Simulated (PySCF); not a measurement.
SiCl4.
SMILES with atom numbers: `[Cl:1][Si:2]([Cl:3])([Cl:4])[Cl:5]`

The same species was optimised twice, with GFN2-xTB and with PBE0-D3(BJ)/def2-SVP (PySCF), and the same property calculations (PySCF, gas phase) were run on both structures.

```json
{"coordinate": "Si2–Cl3 (Å)", "GFN2-xTB": "2.014", "PBE0-D3(BJ)/def2-SVP": "2.034", "change": "+0.020"}
{"coordinate": "Si2–Cl4 (Å)", "GFN2-xTB": "2.014", "PBE0-D3(BJ)/def2-SVP": "2.034", "change": "+0.020"}
{"coordinate": "Si2–Cl5 (Å)", "GFN2-xTB": "2.014", "PBE0-D3(BJ)/def2-SVP": "2.034", "change": "+0.020"}
{"coordinate": "Cl1–Si2 (Å)", "GFN2-xTB": "2.014", "PBE0-D3(BJ)/def2-SVP": "2.034", "change": "+0.020"}
{"coordinate": "Cl1–Si2–Cl4 (°)", "GFN2-xTB": "109.5", "PBE0-D3(BJ)/def2-SVP": "109.5", "change": "0.0"}
{"coordinate": "Cl1–Si2–Cl5 (°)", "GFN2-xTB": "109.4", "PBE0-D3(BJ)/def2-SVP": "109.5", "change": "+0.1"}
{"coordinate": "Cl3–Si2–Cl5 (°)", "GFN2-xTB": "109.5", "PBE0-D3(BJ)/def2-SVP": "109.5", "change": "0.0"}
{"coordinate": "Cl4–Si2–Cl5 (°)", "GFN2-xTB": "109.5", "PBE0-D3(BJ)/def2-SVP": "109.5", "change": "0.0"}
{"coordinate": "Cl3–Si2–Cl4 (°)", "GFN2-xTB": "109.5", "PBE0-D3(BJ)/def2-SVP": "109.5", "change": "0.0"}
{"coordinate": "Cl1–Si2–Cl3 (°)", "GFN2-xTB": "109.5", "PBE0-D3(BJ)/def2-SVP": "109.5", "change": "0.0"}
```

Rotational constants: A = 1336, B = 1336, C = 1336 MHz (GFN2-xTB) against A = 1310, B = 1310, C = 1310 MHz (PBE0-D3(BJ)/def2-SVP). Point groups within 0.08 Å: Td and Td.

On the GFN2-xTB structure: HOMO (eV) -9.74 [PBE0/pcSseg-1]; LUMO (eV) -0.55 [PBE0/pcSseg-1]; GIAO shielding of Cl1/Cl3/Cl4/Cl5 (mean) (ppm) 761.9 [PBE0/pcSseg-1]; GIAO shielding of Si2 (ppm) 336.9 [PBE0/pcSseg-1].

What do these properties become on the PBE0-D3(BJ)/def2-SVP structure?

| property | level | on GFN2-xTB | on PBE0-D3(BJ)/def2-SVP | change |
| --- | --- | --- | --- | --- |
| HOMO (eV) | PBE0/pcSseg-1 | -9.74 | -9.76 | -0.02 |
| LUMO (eV) | PBE0/pcSseg-1 | -0.55 | -0.89 | -0.34 |
| energy, GFN2-xTB geometry as zero (kcal/mol) | PBE0/pcSseg-1 | 0.0 | -0.3 | -0.3 |
| GIAO shielding of Cl1/Cl3/Cl4/Cl5 (mean) (ppm) | PBE0/pcSseg-1 | 761.9 | 748.9 | -13.0 |
| GIAO shielding of Si2 (ppm) | PBE0/pcSseg-1 | 336.9 | 332.5 | -4.4 |

The heavy atoms differ by 0.018 Å rms after alignment. Among all bonds Cl1–Si2, Si2–Cl3, Si2–Cl4 and Si2–Cl5 change most and about equally (+0.020 Å). Changes are differences of the printed values. Neither structure is proved a minimum here.
